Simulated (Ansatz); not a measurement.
Coupled-cluster diagnostics for the cluster Na2Pb3⁺, Ansatz.

Geometry of the doublet (PBE0-D4/def2-SVP):

```xyz
5

Na   -0.1074    2.4275    1.3367
Na    0.2965   -2.0527   -1.8411
Pb   -0.4141   -0.8205    1.1043
Pb    2.2457   -0.0228    0.3174
Pb   -2.0207    0.4685   -0.9174
```

In the def2 sets Pb takes a core potential; there is no spin–orbit coupling. Correlated methods freeze 14 core orbitals; core or outer-core shells of Na, Pb are correlated, in sets that lack core-valence functions. In CCSD on the charge 1 doublet the largest single amplitude is 0.28, so its Hartree–Fock determinant may place the open shell otherwise than the density functionals do. Another isomer (doublet) lies 0.44 eV lower at PBE0-D4/def2-TZVP; other spin states weren't run for this one.

(1) Estimate the CCSD(T) correlation energy, the shares of MP2 and (T), T1 and the reference's ⟨S²⟩ for: charge 1, doublet, own geometry in def2-SVP; and the rough time on 4 threads of Arm Neoverse V2 on a shared host.

Answers

(1) 
| state | basis | correlation (eV) | MP2 share (%) | (T) share (%) | T1 | ⟨S²⟩ (pure) | wall time | remarks |
| --- | --- | --- | --- | --- | --- | --- | --- | --- |
| charge 1, doublet, own geometry | def2-SVP | -8.915 | 81.2 | 6.6 | 0.052 | 1.99 (0.75) | 82 s | large T1 (0.052), spin-contaminated (⟨S²⟩ 1.99) |
Customary marks for T1 are 0.02 (closed shells), 0.045 (open shells) and about 0.05 (3d metals). T1 exceeds 0.02 in 1 of 1 rows and 0.045 in 1; the higher it lies, the less the single-reference result can be trusted.
